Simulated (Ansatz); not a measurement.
The cluster Si₃Au₂⁻. Charge -1, multiplicity 2. Geometry r2SCAN-D4/def2-SVPD, basis def2-TZVPD, Ansatz.

```
atom   x (Å)   y (Å)   z (Å)
 Au1  -0.293   0.121   1.911
 Au2  -0.809   1.637  -0.650
 Si3  -1.154  -0.809  -0.247
 Si4   1.323   0.537   0.051
 Si5   0.933  -1.485  -1.066
```

| run | HOMO (eV) | LUMO (eV) |
| --- | --- | --- |
| A | -0.71 | 0.88 |
| B | -0.50 | 0.59 |
| C | -0.80 | 1.19 |
| D | -0.46 | 0.82 |
| E | -0.26 | 0.38 |
| F | -0.62 | 0.94 |

In the def2 sets Au takes a core potential; there is no spin–orbit coupling. B3LYP takes the VWN-RPA correlation. HSE06 is defined as in plane-wave codes, on full-range PBE exchange. Another isomer (doublet) lies 0.17 eV lower at PBE0-D4/def2-TZVPD; other spin states weren't run for this one.

HOMO and LUMO are taken over both spins.

Question: The runs used B3LYP, HSE06, PBE, PBE0, r2SCAN, r2SCANh. Estimate which is which.

Answer: A r2SCANh (10 % exact exchange); B r2SCAN (0 % exact exchange); C PBE0 (25 % exact exchange); D HSE06 (range-separated); E PBE (0 % exact exchange); F B3LYP (20 % exact exchange). Exact exchange lowers occupied and raises empty levels; among semilocal functionals meta-GGAs tend to open the gap a little, and such runs are hard to tell apart. The gap grows from 0.64 eV (PBE) to 1.98 eV (PBE0).
